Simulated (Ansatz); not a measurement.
`[F][Ga]([F])[O][SiH3]` and `FB(F)O[SiH3]` differ in one element.

Ansatz, PBE0-D4/def2-TZVP geometries, multiplicity 1. Each molecule was computed in one conformer, which needn't be the lowest.

Scalar relativity is left out up to krypton.

```csv
property,`[F][Ga]([F])[O][SiH3]`
HOMO–LUMO gap (B3LYP/def2-TZVPP) / eV,6.72
HOMO–LUMO gap (PBE/def2-TZVPP) / eV,4.86
HOMO energy (PBE/def2-TZVPP) / eV,-7.81
HOMO–LUMO gap (PBE0/def2-TZVPP) / eV,7.30
LUMO energy (PBE/def2-TZVPP) / eV,-2.96
LUMO energy (ωB97M-V/def2-TZVPP) / eV,-0.07
```

(1) Give the same properties after the change, and the shifts. (An estimate is asked.)

Results:

(1) Computed: 
```csv
property,`FB(F)O[SiH3]`,shift
HOMO–LUMO gap (B3LYP/def2-TZVPP) / eV,8.98,2.26
HOMO–LUMO gap (PBE/def2-TZVPP) / eV,7.14,2.28
HOMO energy (PBE/def2-TZVPP) / eV,-8.22,-0.41
HOMO–LUMO gap (PBE0/def2-TZVPP) / eV,9.44,2.14
LUMO energy (PBE/def2-TZVPP) / eV,-1.08,1.88
LUMO energy (ωB97M-V/def2-TZVPP) / eV,1.35,1.42
```

With PBE0 the HOMO falls by 0.42 eV and the LUMO rises by 1.73 eV, so the gap widens by about 2.15 eV. PBE moves the HOMO by -0.41 eV and ωB97M-V by -0.40 eV.

B3LYP here is the variant with VWN-RPA as its local correlation; programs differ in this.
